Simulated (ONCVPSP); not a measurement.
## What one change does to a pseudopotential (O (Z = 8), ONCV)

oxygen, optimised norm-conserving Vanderbilt (ONCV), made with ONCVPSP 4.0.1 (PBE, scalar-relativistic). Core [He], reference 2s2 2p2.5 (charge +1.5). Waves: 2s: rc 0.65 bohr, ncon 3, nbas 7, qcut 12.1 1/bohr, local; 2p: rc 1.95 bohr, ncon 5, nbas 8, qcut 7.2 1/bohr, 1 projector; d scattering state at 0.02 Ha: rc 1.55 bohr, ncon 4, nbas 7, qcut 5.3 1/bohr, 2 projectors, debl 3.4 Ha. Local part: the s channel. Core correction: none.

All-electron outer shells of the reference configuration (PBE, scalar-relativistic, ld1.x):

```
shell  level (eV)  outermost node (bohr)  outermost maximum (bohr)
   1s     -545.03                      –                      0.13
   2s      -48.67                   0.28                      0.85
   2p      -33.46                      –                      0.77
```

Change: s: qcut 17.1.

Cutoffs: the cutoffs (Ha) at which the residual kinetic energy of the hardest occupied pseudo-wave falls to 1 and 0.1 mHa per electron; they do not see the model core or the augmentation charge, which bear on the density cutoff. Errors are all-electron minus pseudo energies relative to the spin-unpolarised reference configuration.

How do hardness, ghosts and transferability respond?

The potential gets harder (45 Ha and 57 Ha → 88 Ha and 116 Ha); the errors of the 4 common tests hardly move; neither file shows a bound ghost. The waves are optimised to have the least kinetic energy above qcut, so the cutoff follows it (qcut²/2 in Ha).

```tsv
quantity	base	changed
cutoff, loose	45 Ha	88 Ha
cutoff, tight	57 Ha	116 Ha
loose cutoff by channel	s 45 Ha, p 21 Ha	s 88 Ha, p 21 Ha
bound ghosts	none	none
GHOST(+) flags under 300 eV	none	none
error for 2s2 2p4, meV [ΔE -30.87 eV]	+164	+166
error for 2s2 2p3, meV [ΔE -14.44 eV]	+36	+36
error for 2s2 2p2, meV [ΔE 19.14 eV]	+60	+60
error for 2s1 2p4, meV [ΔE 0.79 eV]	+180	+190
s: phases at 0.66 bohr within 0.05 rad from the reference energy up to (Ha; the scan ends near 5)	to the end of the scan	to the end of the scan
p: phases at 1.98 bohr within 0.05 rad from the reference energy up to (Ha; the scan ends near 5)	-0.2	-0.2
d: phases at 1.57 bohr within 0.05 rad from the reference energy up to (Ha; the scan ends near 5)	to the end of the scan	to the end of the scan
```
